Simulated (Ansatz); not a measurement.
Here is a job for Ansatz (a quantum-chemistry and plane-wave program).
Ansatz 0.2 input:
```yaml
crystal:
  periodic: [false, false, false]
  atoms:
    - {symbol: Si, position_ang: [-0.00145387, 0.07386784, 0.00432301]}
    - {symbol: H, position_ang: [-1.33576333, -0.54636664, 0.01759822]}
    - {symbol: H, position_ang: [1.35611754, -0.48778307, -0.07812031]}
basis:
  gaussian:
    orbitals: 6-31G__.json
hamiltonian:
  xc: {name: B2PLYP}
total_charge: 1
magnetization: {spin_polarized: true, initial_magnetization: 1}
```
The basis file holds 6-31G** in the JSON format of the Basis Set Exchange.

**Question.** What number of basis functions does B2PLYP/6-31G** (Ansatz) give?

**Answer.** 29

**Question.** Predict the SCF-reference <S^2> from B2PLYP/6-31G**.

**Answer.** 0.752

**Question.** Predict the total energy from B2PLYP/6-31G**.

**Answer.** -290.1323 Eh

**Question.** What is the computed MP2 correlation energy (B2PLYP/6-31G**)?

**Answer.** -0.0742 Eh
